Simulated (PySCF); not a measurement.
## Correlation energy of Au (gold, neutral)

[Xe] 4f14 5d9 6s1 7s1, high-spin 4D determinant (an excited configuration). Computed with PySCF 2.14 in aug-cc-pVTZ-PP with ECP60MDF (6s6p5d3f2g, 88 functions), with a scalar-relativistic core potential. Frozen: 5s2 5p6; 11 electrons correlated.

| level | correlation energy (mhartree) |
| --- | --- |
| CCSD | -306.14 |
| (T) | -12.05 |
| CCSD(T) | -318.19 |

Diagnostics: T1 = 0.010, D1 = 0.0419, largest double amplitude 0.028.

Spin-orbit coupling, absent here, splits the open shell strongly. The outer electron is Rydberg-like, and this basis confines it to a smaller radius and binds it less than a complete one would.

Cost of the coupled-cluster step: of the order of 70 core-seconds, for 11 correlated electrons.

Iterations:

```
CC2 = 0
CCSD nocc = (np.int64(7), np.int64(4)), nmo = (84, 84)
frozen orbitals [[0, 1, 2, 3], [0, 1, 2, 3]]
max_cycle = 100
direct = 0
conv_tol = 1e-08
conv_tol_normt = 1e-06
diis_space = 8
diis_start_cycle = 0
Init t2, MP2 energy = -0.324500837757059
Init E_corr(UCCSD) = -0.324500837771809
cycle = 1  E_corr(UCCSD) = -0.301176933604685  dE = 0.0233239042  norm(t1,t2) = 0.0476277
cycle = 2  E_corr(UCCSD) = -0.3059225779081  dE = -0.0047456443  norm(t1,t2) = 0.0118952
cycle = 3  E_corr(UCCSD) = -0.305816364530917  dE = 0.000106213377  norm(t1,t2) = 0.00561888
cycle = 4  E_corr(UCCSD) = -0.306145134301683  dE = -0.000328769771  norm(t1,t2) = 0.00195123
cycle = 5  E_corr(UCCSD) = -0.306145467171261  dE = -3.32869578e-07  norm(t1,t2) = 0.000997769
cycle = 6  E_corr(UCCSD) = -0.306117717223902  dE = 2.77499474e-05  norm(t1,t2) = 0.000542007
cycle = 7  E_corr(UCCSD) = -0.306139236570565  dE = -2.15193467e-05  norm(t1,t2) = 0.000250064
cycle = 8  E_corr(UCCSD) = -0.306138426734479  dE = 8.09836087e-07  norm(t1,t2) = 7.61263e-05
cycle = 9  E_corr(UCCSD) = -0.306136295773407  dE = 2.13096107e-06  norm(t1,t2) = 2.56868e-05
cycle = 10  E_corr(UCCSD) = -0.306136963695024  dE = -6.67921617e-07  norm(t1,t2) = 8.2214e-06
cycle = 11  E_corr(UCCSD) = -0.306136834866355  dE = 1.28828669e-07  norm(t1,t2) = 3.11965e-06
cycle = 12  E_corr(UCCSD) = -0.306136877346053  dE = -4.24796983e-08  norm(t1,t2) = 1.54374e-06
cycle = 13  E_corr(UCCSD) = -0.306136877778251  dE = -4.32197222e-10  norm(t1,t2) = 9.4653e-07
UCCSD converged
E(UCCSD) = -134.8200054930932  E_corr = -0.3061368777782507
UCCSD(T) correction = -0.0120502573179093
```
